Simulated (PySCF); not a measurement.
Compound: C2H8SSi.
Atom-mapped SMILES: `[CH3:1][CH2:2][SiH2:3][SH:4]` (hydrogens: H5, H6, H7 on C1; H8, H9 on C2; H10, H11 on Si3; H12 on S4)

Geometry (PBE0-D3(BJ)/def2-SVP, Å), atoms numbered from 1 in this order:
```
atom  x, y, z in Å
C1    -1.700   -0.248   -0.044
C2    -0.286   -0.628    0.389
Si3    0.919    0.818    0.370
S4     2.890    0.252    1.025
H5    -1.717    0.161   -1.067
H6    -2.376   -1.117   -0.028
H7    -2.136    0.516    0.620
H8     0.123   -1.417   -0.267
H9    -0.281   -1.051    1.408
H10    0.500    1.872    1.341
H11    0.967    1.413   -1.003
H12    3.126   -0.572   -0.020
```

The calculation used PBE0-D3(BJ)/def2-SVP geometry optimisation, gas phase in PySCF.

Masses are those of the commonest isotopes; rigid-rotor values at the optimised geometry. The values belong to one conformer with, in the numbering `[CH3:1][CH2:2][SiH2:3][SH:4]`, C1–C2–Si3–S4 179°, C2–Si3–S4–H 66°.

(1) What are A, B and C (MHz)?

(2) Classify the top.

(3) What does the inertial defect say?

(4) List the rotational levels J(Ka,Kc) to J = 3 (cm⁻¹).

(5) Predict some low-J microwave lines.

Results:

(1) Ia = 36.03, Ib = 281.99, Ic = 302.90 u·Å²; 505379 MHz·u·Å²/I gives A = 14027, B = 1792, C = 1668 MHz.

(2) A near-prolate asymmetric top: κ = (2 × 1792 − 14027 − 1668)/(14027 − 1668) = -0.98.

(3) Not planar: Δ = Ic − Ia − Ib = -15.12 u·Å². For a rigid frame Δ = −2 Σ m c², so Σ m c² = 7.56 u·Å² lies off the ab plane: 7.48 from hydrogen and 0.08 from heavier atoms. The atom farthest from that plane is 1.24 Å away.

(4) Above 0(0,0):
J = 1: 1(0,1) 0.1154, 1(1,1) 0.5235, 1(1,0) 0.5277
J = 2: 2(0,2) 0.3463, 2(1,2) 0.7503, 2(1,1) 0.7627, 2(2,1) 1.9870, 2(2,0) 1.9870
J = 3: 3(0,3) 0.6925, 3(1,3) 1.0904, 3(1,2) 1.1151, 3(2,2) 2.3333, 3(2,1) 2.3334, 3(3,1) 4.3841, 3(3,0) 4.3841
Those of J = 1 are B + C, A + C and A + B.

(5) The dipole components are |μa| = 1.57 D, |μb| = 0.64 D, |μc| = 0.82 D. Intensities carry the squares of the components, which stand as 1.00 : 0.17 : 0.27 (a : b : c). Some of the stronger lines:

| type | branch | J(Ka,Kc) | MHz | lower level (cm⁻¹) |
| --- | --- | --- | --- | --- |
| a | R | 1(0,1) ← 0(0,0) | 3461 | 0.000 |
| c | Q | 2(1,2) ← 2(0,2) | 12112 | 0.346 |
| b | R | 1(1,1) ← 0(0,0) | 15695 | 0.000 |
| c | R | 1(1,0) ← 0(0,0) | 15819 | 0.000 |
| b | R | 2(1,2) ← 1(0,1) | 19032 | 0.115 |
| c | R | 2(1,1) ← 1(0,1) | 19403 | 0.115 |
| c | Q | 2(2,1) ← 2(1,1) | 36704 | 0.763 |
| b | Q | 2(2,0) ← 2(1,1) | 36704 | 0.763 |
| b | Q | 3(2,2) ← 3(1,3) | 37261 | 1.090 |
| c | R | 2(2,0) ← 1(1,0) | 43750 | 0.528 |
| c | R | 2(2,1) ← 1(1,1) | 43872 | 0.524 |
| b | R | 2(2,0) ← 1(1,1) | 43873 | 0.524 |
| c | R | 3(2,2) ← 2(1,2) | 47457 | 0.750 |
| b | R | 3(2,1) ← 2(1,2) | 47461 | 0.750 |
| b | Q | 3(3,0) ← 3(2,1) | 61478 | 2.333 |
| c | R | 3(3,1) ← 2(2,1) | 71864 | 1.987 |

Whether it is a minimum is left open (no frequencies). No vibrational averaging or centrifugal distortion is included, and the geometry carries the error of its method. A rigid rotor knows nothing of internal rotation, which can split or shift real lines.

Time: 30 s wall; peak memory 0.43 GiB. Hardware: one thread of an Arm Neoverse V2, shared host. This is the geometry optimisation.
